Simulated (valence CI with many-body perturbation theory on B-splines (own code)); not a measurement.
# Pd XXXIII: magnetic and hyperfine properties of the levels

Computed by relativistic CI+MBPT: four valence electrons over a frozen Dirac-Fock core [Ne], radial functions for each j: 11 s, 11 p, 10 d, 8 f, 5 g, 2 h, with the one-electron correlation potential Σ1, the two-electron term Σ2, the three-electron term Σ3, Breit, model QED; selected CI, second order for the rest, scaled by the run's own slope (own B-spline code, finite nucleus).

The last digits are not significant, and no measured levels were compared; by estimate large intervals hold to a few tenths of a per cent, small ones and those within an open d or f shell to about a per cent. Among the levels kept, up to 700 cm⁻¹ of a level comes from second order outside the variational space, and about a tenth of that is noise between levels of different J, which matters for small intervals.

A/g_I is the dipole constant over the nuclear g factor μ/I (μ in nuclear magnetons, uniformly magnetised nucleus), B/Q the quadrupole constant per barn. Both hold the static response of the core; the bare values leave it out. Large factors of s and p1/2 electrons are usually good to 5 to 10 %; those of open d and f shells near neutrality can be off by tens of per cent, and small factors of p3/2, d and f electrons come from cancelling terms and can be off by a factor of two or in sign, in half-filled shells by more. B is blank for J = 1/2, where it vanishes, and for nearly pure S terms. Energies count from the lowest level. Levels with J = 0 are left out.

Levels are named by their leading jj configuration (3d3/2^4 stands for four electrons in 3d with j = 3/2), which in mixed levels can hold well under half, so a name can repeat and another be missing. Letters in brackets count levels of one name in rising energy.

```csv
Level,E (cm⁻¹),g,A/g_I (MHz),A/g_I bare,B/Q (MHz/b),B/Q bare
(3s^2 3p1/2 3p3/2) J=1,262320,1.497,-8820,-7320,37400,36600
(3s^2 3p1/2 3p3/2) J=2,303320,1.216,87800,86100,49000,47900
(3s^2 3p3/2^2) J=2,595700,1.276,43100,42800,25800,25200
(3s 3p1/2^2 3p3/2) J=2,893120,1.732,204000,200000,42300,41400
(3s 3p1/2^2 3p3/2) J=1,1026100,0.876,-108000,-103000,57400,56200
(3s 3p1/2 3p3/2^2) J=2 [a],1137200,1.443,135000,132000,46600,45600
(3s 3p1/2 3p3/2^2) J=3,1205000,1.319,168000,164000,-12800,-12300
(3s^2 3p1/2 3d3/2) J=2,1209600,0.848,63600,62700,-5540,-4750
(3s 3p1/2 3p3/2^2) J=1 [a],1319800,1.258,123000,121000,-55400,-54200
(3s 3p1/2 3p3/2^2) J=2 [b],1349300,0.995,5920,6700,2160,2530
(3s^2 3p1/2 3d5/2) J=3,1379900,1.109,56900,56200,35600,35800
(3s^2 3p1/2 3d3/2) J=1,1395700,1.179,85900,84700,-4710,-4390
(3s^2 3p1/2 3d5/2) J=2,1436100,1.304,46000,45800,4550,4920
(3s 3p1/2 3p3/2^2) J=1 [b],1444900,1.161,-16600,-14500,23100,22700
(3s 3p3/2^3) J=2,1531700,1.308,118000,115000,-46000,-44800
(3s^2 3p3/2 3d5/2) J=4,1607300,1.246,20300,20800,91400,90500
(3s^2 3p3/2 3d3/2) J=1,1644500,1.174,28100,28600,-25000,-24700
(3s^2 3p3/2 3d3/2) J=2,1652300,1.062,15700,16400,-12500,-12100
(3s^2 3p3/2 3d3/2) J=3,1661700,1.207,38200,38400,28700,28600
(3s 3p3/2^3) J=1,1750800,1.332,-79600,-75100,-15200,-14800
(3s^2 3p3/2 3d5/2) J=2,1765200,1.277,100000,98000,-55100,-53900
(3s^2 3p3/2 3d5/2) J=3,1788800,1.098,25800,25800,42600,42600
(3s 3p1/2^2 3d3/2) J=1,1861200,0.280,-141000,-137000,4250,4560
(3s^2 3p3/2 3d5/2) J=1,1867600,0.992,-31600,-29700,4010,4190
(3s 3p1/2^2 3d3/2) J=2,1877000,1.216,138000,136000,11700,12000
(3p1/2^2 3p3/2^2) J=2,1957000,1.246,3120,4800,-9420,-8920
(3s 3p1/2^2 3d5/2) J=3,1965300,1.373,108000,106000,22100,22600
(3s 3p1/2 3p3/2 3d3/2) J=2 [a],2078400,0.997,27700,27900,-15900,-15400
(3s 3p1/2 3p3/2 3d3/2) J=1 [a],2080400,1.279,111000,109000,-35900,-35400
(3s 3p1/2 3p3/2 3d3/2) J=3 [a],2099200,1.232,117000,114000,-19900,-19300
(3s 3p1/2 3p3/2 3d3/2) J=2 [b],2120200,1.114,49700,49300,-8090,-7650
(3s 3p1/2 3p3/2 3d5/2) J=4 [a],2124800,1.344,92700,91300,44800,44800
(3s 3p1/2 3p3/2 3d5/2) J=4 [b],2153200,1.341,121000,119000,47000,46400
(3s 3p1/2 3p3/2 3d5/2) J=1 [a],2200600,1.430,-47000,-43200,-20300,-19900
```

(1) Take the isotope of mass number 105, with I = 5/2, μ = -0.642 μN and Q = 0.66 b. What is the hyperfine structure of (3s^2 3p1/2 3p3/2) J=2?

Answers

(1) From the table A = -22600 MHz, B = 32300 MHz. Shifts from the centre of gravity in MHz: F = 1/2: 181000, F = 3/2: 132000, F = 5/2: 59700, F = 7/2: -25000, F = 9/2: -105000.
